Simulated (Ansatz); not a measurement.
HI3Si (`I[SiH](I)I`), relaxed with RKS PBE0-D4/def2-TZVP in the Gaussian-basis code of Ansatz from a PBE-D4/def2-SVP geometry. The force threshold is 0.005 eV/Å; the program also tests the step.

Total charge 0; spin multiplicity 1. I: def2 effective core potential.

Start:

```xyz
5

I     0.450    2.039    1.208
Si    0.069    0.022   -0.144
I     1.109   -1.940    0.910
I    -2.336   -0.350   -0.493
H     0.709    0.229   -1.481
```

(1) By how much does the energy fall, and how many steps does the optimiser take? (An estimate is asked.)

(2) Which bonds change most? (Best estimate.)

(3) Give the relaxed structure. (Estimate.)

Results:

(1) Computed: 2.30 kJ/mol, in 4 steps.

(2) Computed: Si2–I3 from 2.458 to 2.426 Å; I1–Si2 from 2.458 to 2.426 Å; Si2–I4 from 2.458 to 2.426 Å; Si2–H5 from 1.497 to 1.476 Å.

(3) Computed: 
```xyz
5

I     0.442    2.012    1.193
Si    0.069    0.022   -0.145
I     1.093   -1.914    0.899
I    -2.305   -0.346   -0.484
H     0.700    0.226   -1.464
```
